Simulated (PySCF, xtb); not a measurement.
Al(Br)(Me)(NH2) (CH5AlBrN), SMILES [NH2][Al]([Br])[CH3].

GFN2-xTB in xtb 6.7.1 at its own geometry gives an orbital gap of 4.52 eV and a dipole moment of 5.41 D.

The structure is a stationary point at TPSSh-D3(BJ)/def2-SVP. The structure was generated by enumeration; whether it is a known compound was not checked. The values are those of a single conformer.

Q: What does PySCF with r2SCAN/def2-TZVP give? (Estimate from the structure and the level; the computed values follow.)

A: gap 6.01 eV (levels -6.49 and -0.47 eV), dipole 2.45 D.
